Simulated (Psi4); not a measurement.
BCl$_{3}$, singlet, at a GFN2-xTB geometry; Psi4 with B3LYP/def2-TZVPD.

The Psi4 input:
```
memory 2 GB

molecule mol {
0 1
B    -0.000129    0.000175   -0.010652
Cl    0.026664    1.722908    0.028970
Cl    1.478870   -0.884263   -0.031397
Cl   -1.505497   -0.838697    0.005559
}

set {
  basis def2-tzvpd
  reference rks
}

energy('b3lyp')
print_variables()
```

It wrote (shortened):

```
   => Loading Basis Set <=

    Name: DEF2-TZVPD
    Role: ORBITAL
    Keyword: BASIS

         ---------------------------------------------------------
                                   SCF
               by Justin Turney, Rob Parrish, Andy Simmonett
                          and Daniel G. A. Smith
                              RKS Reference
         ---------------------------------------------------------

  ==> Geometry <==

    Molecular point group: c1
    Full point group: C1

    Geometry (in Angstrom), charge = 0, multiplicity = 1:

       Center              X                  Y                   Z               Mass
    ------------   -----------------  -----------------  -----------------  -----------------
         B           -0.000127909961     0.000174066149    -0.010585152600    11.009305360000
         CL           0.026665090039     1.722907066149     0.029036847400    34.968852682000
         CL           1.478871090039    -0.884263933851    -0.031330152600    34.968852682000
         CL          -1.505495909961    -0.838697933851     0.005625847400    34.968852682000

  Running in c1 symmetry.

  Rotational constants: A =      0.10821  B =      0.10821  C =      0.05411 [cm^-1]
  Rotational constants: A =   3244.06758  B =   3244.06639  C =   1622.04769 [MHz]
  Nuclear repulsion =  232.002564331462736

  Charge       = 0
  Multiplicity = 1
  Electrons    = 56
  Nalpha       = 28
  Nbeta        = 28

  ==> Algorithm <==

  SCF Algorithm Type is DF.
  DIIS enabled.
  MOM disabled.
  Fractional occupation disabled.
  Guess Type is SAD.
  Energy threshold   = 1.00e-06
  Density threshold  = 1.00e-06
  Integral threshold = 1.00e-12

  ==> Primary Basis <==

  Basis Set: DEF2-TZVPD
    Blend: DEF2-TZVPD
    Number of shells: 61
    Number of basis functions: 175
    Number of Cartesian functions: 199
    Spherical Harmonics?: true
    Max angular momentum: 3

  ==> DFT Potential <==

   => LibXC <=

    Version 7.1.2
    S. Lehtola, C. Steigemann, M. J. T. Oliveira, and M. A. L. Marques,  SoftwareX 7, 1–5 (2018) (10.1016/j.softx.2017.11.002)

   => Composite Functional: B3LYP <=

    B3LYP Hyb-GGA Exchange-Correlation Functional

    P. J. Stephens, F. J. Devlin, C. F. Chabalowski, and M. J. Frisch,  J. Phys. Chem. 98, 11623 (1994) (10.1021/j100096a001)

    Deriv               =              1
    GGA                 =           TRUE
    Meta                =          FALSE

    Exchange Hybrid     =           TRUE
    MP2 Hybrid          =          FALSE

   => Exchange Functionals <=

    0.0800   Slater exchange
    0.7200         Becke 88

   => Exact (HF) Exchange <=

    0.2000               HF

   => Correlation Functionals <=

    0.1900   Vosko, Wilk & Nusair (VWN5_RPA)
    0.8100   Lee, Yang & Parr

   => LibXC Density Thresholds  <==

    XC_HYB_GGA_XC_B3LYP:  1.00E-15

   => Molecular Quadrature <=

    Radial Scheme          =       TREUTLER
    Pruning Scheme         =           NONE
    Nuclear Scheme         =       TREUTLER

    Blocking Scheme        =         OCTREE
    BS radius alpha        =              1
    Pruning alpha          =              1
    Radial Points          =             75
    Spherical Points       =            302
    Total Points           =          87640
    Total Blocks           =            760
    Max Points             =            255
    Max Functions          =            165
    Weights Tolerance      =       1.00E-15

   => Loading Basis Set <=

    Name: (DEF2-TZVPD AUX)
    Role: JKFIT
    Keyword: DF_BASIS_SCF

  ==> Integral Setup <==

  SCF_SUBTYPE=INCORE selected. In-core MEM_DF algorithm will be used.
  Using in-core AOs.

  ==> MemDFJK: Density-Fitted J/K Matrices <==

    J tasked:                   Yes
    K tasked:                   Yes
    wK tasked:                   No
    Algorithm:                 Core
    Schwarz Cutoff:           1E-12
    Mask sparsity (%):       2.2204
    Fitting Condition:        1E-10

   => Auxiliary Basis Set <=

  Basis Set: (DEF2-TZVPD AUX)
    Blend: DEF2-UNIVERSAL-JKFIT
    Number of shells: 139
    Number of basis functions: 459
    Number of Cartesian functions: 554
    Spherical Harmonics?: true
    Max angular momentum: 4

  Minimum eigenvalue in the overlap matrix is 2.8032900748E-04.
  Reciprocal condition number of the overlap matrix is 3.4944519880E-05.
    Using symmetric orthogonalization.

  ==> Pre-Iterations <==

  SCF Guess: Superposition of Atomic Densities via on-the-fly atomic UHF (no occupation information).

   -------------------------
    Irrep   Nso     Nmo
   -------------------------
     A        175     175
   -------------------------
    Total     175     175
   -------------------------

  ==> Iterations <==

                           Total Energy        Delta E     RMS |[F,P]|

   @DF-RKS iter SAD: -1405.64764741703175   -1.40565e+03   0.00000e+00
   @DF-RKS iter   1: -1405.57310819778922    7.45392e-02   3.09782e-03 DIIS/ADIIS
   @DF-RKS iter   2: -1405.54880390853168    2.43043e-02   2.89061e-03 DIIS/ADIIS
   @DF-RKS iter   3: -1405.65563240257734   -1.06828e-01   8.57305e-04 DIIS/ADIIS
   @DF-RKS iter   4: -1405.66652889400029   -1.08965e-02   8.87708e-05 DIIS
   @DF-RKS iter   5: -1405.66663917650317   -1.10283e-04   1.36225e-05 DIIS
   @DF-RKS iter   6: -1405.66664175432470   -2.57782e-06   1.88628e-06 DIIS
   @DF-RKS iter   7: -1405.66664181814554   -6.38208e-08   4.65674e-07 DIIS
  Energy and wave function converged.

  ==> Post-Iterations <==

   Electrons on quadrature grid:
      Ntotal   =   55.9999970259 ; deviation = -2.974e-06

    Orbital Energies [Eh]
    ---------------------

    Doubly Occupied:

[...]
      28A     -0.323729

    Virtual:

[...]
    Final Occupation by Irrep:
              A
    DOCC [    28 ]
    NA   [    28 ]
    NB   [    28 ]

  @DF-RKS Final Energy: -1405.66664181814554

   => Energetics <=

    Nuclear Repulsion Energy =            232.0025643314627359
    One-Electron Energy =               -2401.6589454995455526
    Two-Electron Energy =                 835.6206476332272359
    DFT Exchange-Correlation Energy =     -71.6309082832899264
    Empirical Dispersion Energy =           0.0000000000000000
    VV10 Nonlocal Energy =                  0.0000000000000000
    Total Energy =                      -1405.6666418181453082

Computation Completed

Properties will be evaluated at   0.000000,   0.000000,   0.000000 [a0]

Properties computed using the SCF density matrix

 Multipole Moments:

 ------------------------------------------------------------------------------------
     Multipole            Electronic (a.u.)      Nuclear  (a.u.)        Total (a.u.)
 ------------------------------------------------------------------------------------

 L = 1.  Multiply by 2.5417464519 to convert [e a0] to [Debye]
 Dipole X            :         -0.0001341            0.0000851           -0.0000490
 Dipole Y            :          0.0001630           -0.0001158            0.0000472
 Dipole Z            :         -0.0117405            0.0070439           -0.0046967
 Magnitude           :                                                    0.0046972

 ------------------------------------------------------------------------------------

  Variable Map:
  ----------------------------------------------------------------------------
[...]
  Array Variable Map:
  ----------------------------------------------------------------------------
[...]
[...]
```
